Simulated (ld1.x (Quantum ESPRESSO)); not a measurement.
# Transferability test, RRKJ potential for Ni

```json
{
 "Element": "nickel (Ni)",
 "Generator": "ld1.x (Quantum ESPRESSO) 7.5",
 "Type": "norm-conserving RRKJ (Kleinman–Bylander form)",
 "Functional": "PBE",
 "Relativity": "fully relativistic",
 "Frozen core": "[Ar]",
 "Valence charge": "10",
 "Reference configuration": "3d8 4s1.75 4p0 (charge +0.25)",
 "Partial waves": "4s (bound): rc 1.90 bohr; 4p (bound, empty): rc 2.55 bohr; 3d (bound): rc 0.85 bohr",
 "Local potential": "all-electron potential smoothed inside 2.25 bohr (lloc = -1)",
 "Core correction": "none",
 "rho0": "0.001"
}
```

Open shells are filled in proportion to 2j + 1 (rel_dist='average').

Energies are relative to the spin-unpolarised reference configuration 3d8 4s1.75 4p0; without spin polarisation the order of configurations can differ from experiment.

```json
{"valence configuration": "3d8 4s2 4p0", "charge": "0", "ΔE all-electron (eV)": "-1.631", "error AE − PS (meV)": "0.0"}
{"valence configuration": "3d8 4s0 4p0", "charge": "+2", "ΔE all-electron (eV)": "25.042", "error AE − PS (meV)": "+44"}
{"valence configuration": "3d7 4s2 4p0", "charge": "+1", "ΔE all-electron (eV)": "14.488", "error AE − PS (meV)": "-296"}
{"valence configuration": "3d9 4s0 4p0", "charge": "+1", "ΔE all-electron (eV)": "4.687", "error AE − PS (meV)": "-289"}
{"valence configuration": "3d6 4s0 4p0", "charge": "+4", "ΔE all-electron (eV)": "120.064", "error AE − PS (meV)": "-942"}
{"valence configuration": "3d8.5 4s1.5 4p0", "charge": "0", "ΔE all-electron (eV)": "-2.814", "error AE − PS (meV)": "-49"}
```

(1) What are ΔE and the potential's error for 3d8 4s1 4p0?

Answers

(1) ΔE = 7.691 eV all-electron; the error (AE − PS) is +2.4 meV.
